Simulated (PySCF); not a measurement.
**Computed vibrations of Pr(BH4)3(H2O)**

Pr(BH4)3(H2O) (singlet in the valence; each metal's 4f electrons, 2 of them, lie in its core potential, out of spins and levels). PySCF 2.14.0, RKS PBE0, Pr lcecp-1-SVP with ECP48, B def2-SVP, H def2-SVP, O def2-SVP; non-relativistic Hamiltonian with scalar-relativistic core potentials where named; density fitting; no spin-orbit coupling. Central differences of gradients.

```xyz
19

Pr    0.1024   -0.1024    0.0735
B     1.2841    1.8930    1.1967
H     1.8663    2.8029    1.7371
H     1.7543    0.7709    1.5153
H     1.3650    1.9367   -0.0542
H     0.0687    1.8528    1.4851
B    -1.8930   -1.2841    1.1967
H    -2.8029   -1.8663    1.7371
H    -1.8528   -0.0687    1.4851
H    -1.9367   -1.3650   -0.0542
H    -0.7709   -1.7543    1.5153
B     1.4269   -1.4269   -1.6716
H     2.0465   -2.0465   -2.5021
H     0.7439   -2.1637   -0.9243
H     0.6132   -0.6132   -2.1777
H     2.1637   -0.7439   -0.9243
O    -1.4383    1.4383   -1.1653
H    -1.2902    2.3887   -1.2513
H    -2.3887    1.2902   -1.2513
```

Run from Python with OMP_NUM_THREADS=4. Where DIIS fails, smearing, a level shift and second-order steps follow.
It took 7.5 min on 4 threads of Arm Neoverse V2 (shared host).

What are the harmonic wavenumbers and infrared intensities?

Modes are labelled in Cs; negative numbers are unstable modes, those under 60 cm⁻¹ near the noise; a finer grid moves soft modes by up to 10 cm⁻¹.
```tsv
cm⁻¹	km/mol	symmetry
-66	–	a''
39	0.6	a''
72	25.3	a'
81	21.0	a'
90	0.4	a''
101	20.8	a'
114	10.2	a''
146	4.2	a''
150	4.0	a'
261	203.7	a'
295	10.7	a'
424	29.6	a''
446	145.4	a'
462	55.1	a'
468	185.7	a''
500	2.0	a''
526	0.1	a'
546	0.3	a''
552	1.1	a'
560	2.3	a'
560	7.2	a''
1084	0.2	a''
1089	14.1	a''
1092	12.5	a'
1097	17.0	a'
1099	0.8	a''
1100	34.4	a'
1184	314.5	a''
1189	295.5	a'
1209	19.4	a'
1239	3.4	a'
1242	0.0	a''
1248	6.9	a'
1250	5.0	a''
1251	0.8	a''
1256	1.6	a'
1612	112.9	a'
2255	130.8	a''
2260	106.8	a'
2265	213.5	a'
2278	13.5	a''
2278	186.3	a'
2292	200.8	a'
2298	0.7	a''
2317	229.4	a''
2319	126.4	a'
2622	195.3	a''
2623	116.5	a'
2626	73.6	a'
3847	145.2	a'
3942	166.2	a''
```

Is this a minimum?

No: 1 unstable; the lowest moves the atoms so:
```
Pr   0.00  0.00  0.00
B   -0.01  0.00  0.03
H   -0.02  0.00  0.03
H    0.05  0.01 -0.04
H   -0.08  0.06  0.02
H    0.01 -0.06  0.09
B    0.00 -0.01 -0.03
H    0.00 -0.02 -0.03
H   -0.06  0.01 -0.09
H    0.06 -0.08 -0.02
H    0.01  0.05  0.04
B   -0.03 -0.03  0.00
H   -0.06 -0.06  0.00
H    0.38 -0.04  0.37
H   -0.42 -0.42  0.00
H   -0.04  0.38 -0.37
O    0.02  0.02  0.00
H   -0.01  0.03  0.09
H    0.03 -0.01 -0.09
```

An lcecp potential fixes the number of 4f electrons, so in runs with it no electron can move into or out of that shell.
